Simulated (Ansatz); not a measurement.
`CC(F)[SiH2][CH2][InH2]` and `CC(F)[SiH3]` differ in one atom or group.

Ansatz, PBE0-D4/def2-TZVP geometries, multiplicity 1. Each molecule was computed in one conformer, which needn't be the lowest.

Elements past krypton have def2 core potentials.

| property | `CC(F)[SiH2][CH2][InH2]` |
| --- | --- |
| LUMO energy (PBE0/def2-TZVPP) / eV | -0.77 |
| HOMO energy (PBE0/def2-TZVPP) / eV | -7.31 |
| HOMO energy (B3LYP/def2-TZVPP) / eV | -7.09 |
| size of the dipole moment (PBE/def2-TZVPP) / D | 2.09 |
| LUMO energy (ωB97M-V/def2-TZVPP) / eV | 0.59 |
| zero-point energy (PBE0-D4/def2-TZVP) / kJ/mol | 298.2 |

(1) What does the change do to each property? (An estimate is asked.)

Answers

(1) Ansatz gave: 
| property | `CC(F)[SiH3]` | shift |
| --- | --- | --- |
| LUMO energy (PBE0/def2-TZVPP) / eV | 0.55 | 1.32 |
| HOMO energy (PBE0/def2-TZVPP) / eV | -8.34 | -1.03 |
| HOMO energy (B3LYP/def2-TZVPP) / eV | -8.15 | -1.06 |
| size of the dipole moment (PBE/def2-TZVPP) / D | 1.58 | -0.51 |
| LUMO energy (ωB97M-V/def2-TZVPP) / eV | 2.10 | 1.51 |
| zero-point energy (PBE0-D4/def2-TZVP) / kJ/mol | 216.0 | -82.2 |

With PBE0 the HOMO falls by 1.03 eV and the LUMO rises by 1.32 eV, so the gap widens by about 2.35 eV. PBE moves the HOMO by -0.70 eV and ωB97M-V by -1.18 eV. The zero-point energy changes by -82.2 kJ/mol with -15 modes. Dipoles are sizes alone; their direction can turn.

B3LYP here is the variant with VWN-RPA as its local correlation; programs differ in this.
